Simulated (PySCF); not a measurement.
C3H7F2NSi.
SMILES with atom numbers: `[F:1][C@@H:2]1[CH2:3][NH:4][Si@@H:5]([F:6])[CH2:7]1` (hydrogens: H8 on C2; H9, H10 on C3; H11 on N4; H12 on Si5; H13, H14 on C7)

Theory: TDDFT CAM-B3LYP/def2-SVPD, vertical, gas phase, core orbitals frozen in the response (PySCF 2.14.0, density-fitted response routines). Isolated species at its GFN2-xTB geometry (one conformer only).

Broadening: Gaussians 0.5 eV wide at half height, area fixed by f = 4.319×10⁻⁹ ∫ε dν̃. The width is an assumption, not a result. The curve ends short of the highest state used, and states not computed would add to its high-energy end.

(λ (nm), ε (L mol⁻¹ cm⁻¹)): (154.0, 2764), (155.1, 2389), (156.2, 2117), (157.3, 1961), (158.4, 1914), (159.4, 1950), (160.5, 2052), (161.6, 2184), (162.7, 2308), (163.8, 2388), (164.9, 2393), (166.0, 2311), (167.1, 2143), (168.2, 1909), (169.3, 1639), (170.3, 1389), (171.4, 1135), (172.5, 922), (173.6, 762), (174.7, 653), (175.8, 588), (176.9, 557), (178.0, 546), (179.1, 545), (180.2, 545), (181.3, 541), (182.3, 532), (183.4, 516), (184.5, 494), (185.6, 466), (186.7, 436), (187.8, 403), (188.9, 369), (190.0, 334), (191.1, 299), (192.2, 264), (193.2, 232), (194.3, 198), (195.4, 166), (196.5, 137), (197.6, 110), (198.7, 87), (199.8, 67), (200.9, 51), (202.0, 38), (203.1, 28), (204.2, 20), (205.2, 14), (206.3, 10), (207.4, 7), (208.5, 4), (209.6, 3), (210.7, 2), (211.8, 1), (212.9, 1), (214.0, 0)

Question: Locate the maxima and give the states behind the curve.

Answer: 180 nm (6.89 eV), ε about 550, made up of S1 (11%) and S2 (82%) (hardly more than a shoulder); 164 nm (7.54 eV), ε about 2400, made up of S3 (89%) and S4 (11%) (ε in L mol⁻¹ cm⁻¹; maxima over ε = 5, shares over 10%). At its high-energy end, 8.05 eV, the curve is still rising (ε about 2800, from S4, S5, S6 and S7). The states used: S1 6.54 eV (f 0.0043); S2 6.89 eV (f 0.0083); S3 7.50 eV (f 0.040); S4 7.88 eV (f 0.017); S5 8.25 eV (f 0.034); S6 8.29 eV (f 0.018); S7 8.38 eV (f 0.022); S8 8.65 eV (f 0.0089).

Question: What would ε be at 7.54 eV, the highest of these maxima, with half the width (0.25 eV)?

Answer: About 4020 L mol⁻¹ cm⁻¹ against 2400, a factor of about 1.7; a lone state at its own centre would give exactly 2.

Question: Coming from long wavelengths, where does ε first pass 100 L mol⁻¹ cm⁻¹?

Answer: At about 198 nm (6.26 eV), 0.28 eV below S1.

Question: On this curve, what absorbance would a 10⁻³ mol/L sample give at 193 nm over a 1 cm path?

Answer: 193 nm is 6.424 eV, where ε is about 240 L mol⁻¹ cm⁻¹, so A = ε c l ≈ 0.24 (Beer–Lambert, with the gas-phase spectrum and the assumed width).
